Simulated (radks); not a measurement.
The numbers below are computed, except where a source is named.
Coulomb parameter of the 3d shell of the scandium ion Sc+ in the model configuration [Ar] 3d0.5 4s1.5, as a second difference U = [E(n + 0.5) + E(n - 0.5) - 2 E(n)] / (0.5)^2 with all orbitals relaxed. "Bare": the charge of the atom changes with n. "Screened": the 4s shell takes up the change at fixed total charge, which measures U(3d,3d) + U(4s,4s) - 2 U(3d,4s). Code: a radial shooting solver on a logarithmic mesh with Libxc functionals. Model: Dirac Kohn-Sham, PBE, spin-unpolarised, spherical densities, point nucleus; open shells are shared between the two j in proportion to 2j + 1.

| case | configuration | E - E(n) (eV) |
|---|---|---|
| start | [Ar] 3d0.5 4s1.5 | 0.000 |
| bare +0.5 | [Ar] 3d1 4s1.5 | -4.553 |
| bare -0.5 | [Ar] 4s1.5 | 7.543 |
| screened +0.5 | [Ar] 3d1 4s1 | -0.411 |
| screened -0.5 | [Ar] 4s2 | 1.073 |

U(bare) = 11.956 eV, U(screened by 4s) = 2.650 eV.
